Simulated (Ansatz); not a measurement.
Reading a saddle point

A first-order saddle point of BPH₅Br, closed shell, PBE0-D4/def2-TZVP, with one imaginary mode of 367i cm⁻¹:

B1  (-0.725, -0.093, -0.550)
Br2  (1.287, -0.912, -1.581)
H3  (-1.332, -1.114, -0.506)
H4  (-0.967, 0.791, -1.308)
H5  (0.766, -0.236, -0.211)
P6  (-0.280, 0.571, 1.229)
H7  (0.810, 1.457, 1.058)
H8  (0.441, -0.465, 1.868)
(Å)

Program: Ansatz 0.2.0. Basis: def2-TZVPP and def2-QZVPP. Cores are frozen in the correlated methods. Filled d shells of the heavier atoms are correlated. The def2 sets are not built for correlating such inner shells, so the correlated values are less sure here. Extrapolation: Hartree–Fock as exp(−7.88 √X), correlation as X^−2.97.

(1) Which contacts change along the imaginary mode, and what lies on either side? (Judge from chemistry; the calculation decides.)

(2) Which side is lower, and how far does the saddle lie above each? (Judge from chemistry; the value comes from the calculation.)

The T1 diagnostic stays at or below 0.013.

Answers

(1) The calculation gives: The step is BH₂Br ([BH2][Br]) + PH₃ → BPH₄ ([BH2][PH2]) + HBr, with the molecules in contact on both sides. Shortening one way: Br2–H5; lengthening the same way: B1–Br2, H5–P6.
| pair | one side (Å) | saddle (Å) | other side (Å) |
| --- | --- | --- | --- |
| Br2–H5 | 3.37 | 1.61 | 1.43 |
| B1–Br2 | 2.03 | 2.40 | 3.51 |
| H5–P6 | 1.40 | 1.95 | 2.70 |

(2) Computed: The side with B1–Br2, H5–P6 short is lower by 132.3 kJ/mol; the saddle lies 169.2 kJ/mol above it and 36.9 kJ/mol above the other (CCSD(T) at an estimated basis limit (MP2 extrapolated from triple and quadruple zeta, plus CCSD(T) − MP2 in triple zeta); electronic energies).

Labels in which every atom is bracketed show which atoms are joined, not bond orders.

For scale, one of the runs: CCSD(T)/def2-TZVPP, 191 basis functions (an equivalent command: `ansatz run in.yaml --threads 4`). Hardware: 4 CPU threads, shared host. Wall time 46 s; peak host memory 2 GiB.
